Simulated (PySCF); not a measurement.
Polarisability and C₆ of Pm⁴⁸⁺ (promethium, charge +48)

[Ne] 3s2 3p1, 2P determinant. Calculation: PySCF 2.14, in an uncontracted even-tempered set (18 s from 10 bohr⁻², ratio 2.5; 12 p from 13 bohr⁻², ratio 2.5; 4 d from 52 bohr⁻², ratio 2.7; 4 f from 77 bohr⁻², ratio 2.7); the spin-free X2C one-electron Hamiltonian (Gaussian nucleus). Coupled (time-dependent) response in atomic units; α is the mean over directions.

```csv
method,mean α (bohr³),"α xx, yy, zz",C₆ (like pair),S(−4)
UHF,0.006481,"0.007399, 0.004647, 0.007399",0.0003334,7.077e-05
PBE0,0.006357,"0.007267, 0.004537, 0.007267",0.0003225,6.898e-05
```

S(−4) is the Cauchy moment in α(ω) = α(0) + S(−4) ω² + …

Spin-orbit coupling is absent.

α(iu) at PBE0:

```csv
u (hartree),α(iu) (bohr³)
0,0.006356
1.00,0.006288
2.00,0.006093
4.00,0.005430
6.00,0.004619
8.00,0.003849
10.0,0.003196
15.0,0.002083
20.0,0.001464
30.0,0.0008732
50.0,0.0004787
```

A single London oscillator, α(iu) = α/(1 + u²/ω²), gives C₆ = (3/4) ω α². Matching the computed C₆ needs ω = 4 × 0.0003225 / (3 × 0.006357²) = 10.6 hartree.

For an ion, C₆ is the dispersion term alone; charge-induced terms of lower order in 1/R come first.

The components differ because the open shell of this determinant is not spherical; for a pure term their mean is the scalar polarisability.

Spin-orbit coupling, absent here, splits the open shell strongly.
